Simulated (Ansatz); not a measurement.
The same path of F2GeH2 + H (6 atoms, charge 0, multiplicity 2) was run twice with different band settings. Lost on the way: Ge1–H2. Made: H2–H6.

Level of theory: UHF/def2-SVP (Ansatz 0.2.0).

Relaxed end points:

```xyz
6
Properties=species:S:1:pos:R:3
Ge -0.040 0.070 -0.321
H -0.018 0.032 1.194
F 1.575 -0.012 -0.884
H -0.719 1.246 -0.992
F -0.776 -1.369 -0.885
H 0.042 -0.073 4.813
```

```xyz
6
Properties=species:S:1:pos:R:3
Ge -0.028 0.049 -0.763
H 0.179 -0.308 3.666
F 1.545 0.027 -1.451
H -0.753 1.305 -1.274
F -0.795 -1.325 -1.450
H -0.085 0.146 4.197
```

Common settings: movable images 5; climbing image yes; spring 5.0 eV/Å²; optimiser quadratic models (default); force threshold 0.03 eV/Å; iteration limit 60; end points relaxed.

| run | start path |
| --- | --- |
| 1 | through a guess of the saddle point |
| 2 | straight line |

What does each run give, and how far can it be trusted?

Run 1: converged after 13 iterations, highest image 0.622 eV above the first end. A vibrational analysis at the climbing image gives one clearly imaginary mode, 2020i cm⁻¹: a first-order saddle point.
Run 2: converged after 21 iterations, highest image 0.622 eV above the first end. Another band between the same ends (5 images) ends at a top of the same energy, where a vibrational analysis finds 1 clearly imaginary mode.
